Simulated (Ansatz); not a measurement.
Ansatz (a quantum-chemistry and plane-wave program) input for B(CCH)(OH)2 (C2H3BO2), SMILES C(#C)B(O)O, PBE0/def2-SVPD. Geometry optimised at PBE0-D3(BJ)/def2-SVP. One conformer was computed; it need not be the lowest.

Ansatz 0.2 input:
```yaml
crystal:
  periodic: [false, false, false]
  atoms:
    - {symbol: B, position_ang: [0.00000000, -0.00000000, -0.50659663]}
    - {symbol: C, position_ang: [0.00000000, 0.00000000, 1.04461130]}
    - {symbol: C, position_ang: [0.00000000, -0.00000000, 2.26124116]}
    - {symbol: H, position_ang: [0.00000000, 0.00000000, 3.33691633]}
    - {symbol: O, position_ang: [0.00000000, 1.15836723, -1.21003857]}
    - {symbol: H, position_ang: [0.00000000, 1.93142697, -0.63921539]}
    - {symbol: O, position_ang: [0.00000000, -1.15836722, -1.21003858]}
    - {symbol: H, position_ang: [0.00000000, -1.93142696, -0.63921538]}
basis:
  gaussian:
    orbitals: def2-SVPD
hamiltonian:
  xc: {name: PBE0}
```

Program output:

```
WARN ansatz: RAYON_NUM_THREADS=1 ignored (pool sized by the plan → 1); use --threads N
Functional definition: PBE0
integrals: 0.05 GiB planned
1059 factors; their error is unknown
mean field: 0.47 GiB planned
mean field evaluation 1: about -6873.6190 eV, gradient 6.6e1 eV
mean field evaluation 2: about -6866.1007 eV, gradient 9.3e1 eV
mean field evaluation 4: about -6881.8704 eV, gradient 4.2e0 eV
mean field evaluation 8: about -6881.9135 eV, gradient 2.3e-1 eV
mean field evaluation 16: about -6881.9231 eV, gradient 8.7e-5 eV
mean field -6881.92306653 eV, -252.9060079598 hartree, gradient 8.7e-5 eV, S^2 0.000000; 0 other end points of the search recorded, 0 dependent functions left out
reference -6881.92310213 eV, -252.9060092684 hartree; 18, 18 occupied and 112, 112 virtual orbitals, 1059 factors
Total energy: -6881.92310213 eV, -252.9060092684 hartree
```

The run converged.
